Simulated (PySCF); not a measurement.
Trifluoroacetyl chloride, C2ClF3O.
Geometry (PBE0-D3(BJ)/def2-SVP, Å), atoms numbered from 1 in this order:
```xyz
7
C2ClF3O angstrom
O      1.331    1.266   -0.433
C      0.863    0.270   -0.010
Cl     1.780   -1.021    0.731
C     -0.647   -0.062   -0.067
F     -1.097   -0.385    1.137
F     -0.843   -1.087   -0.886
F     -1.314    0.985   -0.513
```

Method: TDDFT CAM-B3LYP/def2-SVPD, vertical, gas phase, core orbitals frozen in the response in PySCF.

```tsv
state	E (eV)	ν̃ (cm⁻¹)	f	main configurations (H = HOMO, L = LUMO)
S1	4.91	39590	0.0001	H→L (97%)
S2	6.36	51330	0.0000	H-1→L (88%), H-2→L (10%)
S3	6.88	55490	0.040	H-2→L (78%), H→L+1 (9%), H-1→L (9%)
S4	8.26	66580	0.015	H-1→L+1 (67%), H→L+1 (16%)
S5	8.30	66910	0.0015	H-2→L+1 (83%)
S6	8.96	72280	0.360	H→L+1 (56%), H-1→L+1 (17%)
S7	9.28	74870	0.0049	H→L+2 (74%), H→L+3 (12%)
S8	9.34	75350	0.0012	H-5→L (64%), H-6→L (27%)
S9	9.59	77350	0.0003	H-3→L (99%)
S10	9.70	78200	0.0018	H-6→L (34%), H-8→L (26%), H-5→L (21%)
```

Triplets, Tamm–Dancoff:

| state | E (eV) | λ (nm) | main configurations (H = HOMO, L = LUMO) |
| --- | --- | --- | --- |
| T1 | 4.34 | 285.8 | H→L (96%) |
| T2 | 5.49 | 226.0 | H-2→L (73%), H-1→L (10%), H-4→L (9%) |
| T3 | 6.18 | 200.6 | H-1→L (85%), H-2→L (12%) |
| T4 | 7.34 | 168.9 | H-1→L+1 (40%), H→L+1 (36%) |

The lowest singlet lies at 4.91 eV (253 nm, ultraviolet) and is dark (f under 0.0005); its leading configuration is HOMO→LUMO (97%). The strongest level in the table is S6 at 8.96 eV (138 nm, f = 0.360). S1 has the pattern of n→π* at C=O. Of the 10 states listed, 3 reach f = 0.01 and 3 stay under 0.0005. Weighted by f, the mean energy of these states is 8.75 eV. The listed states span 4.79 eV, and the widest gap between neighbours is 1.45 eV (S1 to S2). No computed singlet lies in the visible range (380 to 750 nm); the lowest, at 253 nm, stands 1.65 eV above its violet end (3.26 eV). The vertical ionisation energy (ΔSCF) is 12.20 eV, 2.51 eV above S10. Only the lowest 10 singlets were computed, as vertical energies without vibronic structure.
